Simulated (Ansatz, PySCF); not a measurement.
C₂H₇FO₂Si (SMILES CC[Si](O)(O)F), singlet, geometry from GFN2-xTB. Base run: PySCF with CASSCF(6,4)/STO-3G.

Here is a job for PySCF.
```python
from pyscf import gto, scf, mcscf
import numpy

mol = gto.M(
    atom='''
C    -2.00314931   -0.94258722    0.96898920
C    -1.27941501   -0.74899404   -0.36213037
Si    0.35001488    0.18819813   -0.19041684
O     0.05337587    1.61366252    0.49169274
O     1.19159618    0.43425021   -1.55673258
F     1.34302856   -0.65957489    0.77333533
H    -2.23121930    0.02073112    1.41652236
H    -1.37959179   -1.50016669    1.66307714
H    -2.93394027   -1.48836576    0.82522620
H    -1.93922566   -0.21775685   -1.04881525
H    -1.09545473   -1.72910009   -0.80762169
H     0.73607178    2.27780426    0.55701092
H     1.59150418   -0.29556029   -2.02041619
''',
    basis='sto-3g',
    verbose=4,
)

mf = scf.RHF(mol)
mf.kernel()
mc = mcscf.CASSCF(mf, 4, 6)
mc.fix_spin_(ss=0.0)
mc.kernel()
occ = numpy.linalg.eigvalsh(mc.fcisolver.make_rdm1(mc.ci, mc.ncas, mc.nelecas))[::-1]
ss = mc.fcisolver.spin_square(mc.ci, mc.ncas, mc.nelecas)[0]
print('natural occupations', occ.round(4), ' <S^2>', round(ss, 4))
```

Programs used: Ansatz (a program for electronic structure), PySCF; a row that names a program was run with it.

Variants of this job, named by their change:

```csv
change,ΔE vs base (kcal/mol),natural occupations,<S^2> of the state
base,0.000,2.00 2.00 1.98 0.02,0.00
code = ansatz,-2.06,-,-
state_average = 2 states,5.40,-,-
solver = newton,0.000,2.00 2.00 1.98 0.02,0.00
"active space = 4 electrons, 5 orbitals",-9.02,1.99 1.98 0.02 0.01 0.00,0.00
start = MP2 natural orbitals,-2.07,2.00 2.00 1.98 0.02,0.00
"active space = 6 electrons, 5 orbitals",-10.96,2.00 1.99 1.98 0.03 0.01,0.00
conv_tol = 1e-5,0.096,2.00 2.00 1.98 0.02,0.00
"active space = 6 electrons, 6 orbitals",-12.29,2.00 1.99 1.98 0.03 0.01 0.00,0.00
fix_spin_ = off,0.000,2.00 2.00 1.98 0.02,0.00
orbitals = fixed (CASCI),6.98,2.00 2.00 2.00 0.00,0.00
```

Active orbitals are taken around the Fermi level unless the row says otherwise; CASSCF can end in different local minima, and two programs can end on different orbitals. State-averaged rows give the lowest state.
